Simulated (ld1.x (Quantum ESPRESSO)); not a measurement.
What one change does to a pseudopotential (Cl, ultrasoft)

```json
{
  "Element": "chlorine (Cl)",
  "Generator": "ld1.x (Quantum ESPRESSO) 7.5",
  "Type": "ultrasoft",
  "Functional": "PBE",
  "Relativity": "non-relativistic",
  "Frozen core": "[Ne]",
  "Valence charge": "7",
  "Reference configuration": "3s2 3p5",
  "Partial waves": "3s (bound): rcut 1.25, rcutus 1.50 bohr; 3s channel at -1.2 Ry: rcut 1.25, rcutus 1.50 bohr; 3p (bound): rcut 1.10, rcutus 1.40 bohr; 3p channel at 0.1 Ry: rcut 1.10, rcutus 1.40 bohr; 3d channel at -0.1 Ry: rcut 1.35, rcutus 1.75 bohr; 3d channel at 2.25 Ry: rcut 1.35, rcutus 1.75 bohr",
  "Local potential": "all-electron potential smoothed inside 1.70 bohr (lloc = -2)",
  "Core correction": "none",
  "Augmentation charge": "PSQ, radius 1.05 bohr"
}
```

Change: waves 3p (bound): rcut 1.10, rcutus 2.02 bohr; 3p channel at 0.1 Ry: rcut 1.10, rcutus 2.02 bohr.

Cutoffs: the cutoffs (Ry, on a coarse ladder) from which the occupation-weighted sum of valence levels, in a spherical-Bessel basis at the reference potential, stays within 10 and 1 mRy of its value at 400 Ry; they do not see the model core or the augmentation charge, which bear on the density cutoff. Errors are all-electron minus pseudo energies relative to the spin-unpolarised reference configuration.

Problem. How do hardness, ghosts and transferability respond?

Solution. The potential gets softer (25 Ry and 40 Ry → 18 Ry and 30 Ry); of the 7 tests that both files solve, the error grows in 5 and shrinks in 0 by more than 15 % and 0.3 meV (median size 0.5 → 4.3 meV); neither file shows a bound ghost. A larger radius leaves more room for a smooth pseudo-wave, so fewer plane waves are needed. More of the atom is replaced by a form fitted at one configuration, so other configurations suffer.

| quantity | base | changed |
| --- | --- | --- |
| cutoff, loose | 25 Ry | 18 Ry |
| cutoff, tight | 40 Ry | 30 Ry |
| bound ghosts | none | none |
| error for 3s2 3p4, meV [ΔE 13.89 eV] | 0.0 | +0.4 |
| error for 3s2 3p3, meV [ΔE 39.35 eV] | +2.0 | +5.7 |
| error for 3s2 3p2, meV [ΔE 77.66 eV] | +14 | +28 |
| error for 3s2 3p4.5, meV [ΔE 5.59 eV] | 0.0 | +0.1 |
| error for 3s2 3p1, meV [ΔE 129.90 eV] | +53 | +90 |
| error for 3s2 3p5.3, meV [ΔE -2.14 eV] | 0.0 | 0.0 |
| error for 3s1 3p6, meV [ΔE 11.97 eV] | +0.5 | +4.3 |
| lowest overlap eigenvalue by channel | s 0.44, p 0.75, d 0.96 | s 0.44, p 0.92, d 0.96 |
